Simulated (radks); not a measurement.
Ionisation of neutral lead, [Hg] 6p2, to [Hg] 6p1 as the strength of local exchange is varied. Method: scalar-relativistic Kohn-Sham, Slater X-alpha exchange (alpha = 2/3 is LDA exchange), no correlation, spin-polarised, spherical densities, finite nucleus; open shells are filled with parallel spins first (spin-orbit coupling, left out, can overturn this in heavy ions); Fermi nuclear charge, rms radius 5.5012 fm; computed with a radial shooting solver on a logarithmic mesh with Libxc functionals.

| alpha | E(Pb) (hartree) | exchange (hartree) | IE (eV) | -e of the level emptied (eV) | <r> of it (bohr) |
|---|---|---|---|---|---|
| 0.667 | -20856.4806 | -366.6940 | 6.384 | 3.397 (6p) | 3.420 |
| 0.7 | -20874.7419 | -385.1873 | 6.640 | 3.623 (6p) | 3.373 |
| 0.859 | -20962.9618 | -474.7533 | 7.941 | 4.796 (6p) | 3.174 |
| 1.046 | -21067.2114 | -581.0689 | 9.600 | 6.337 (6p) | 2.981 |
| x | -21029.7986 | -542.8560 | 8.990 | 5.766 (6p) | 3.046 |

Which alpha was used in the last row?

Answer. alpha = 0.979. NIST Atomic Spectra Database: 7.417 eV (measured). The Delta-SCF value meets it near alpha = 0.79. Open shells are spherical and high-spin; term and fine-structure splittings are not resolved. Spin-orbit splitting is averaged out at the scalar-relativistic level.
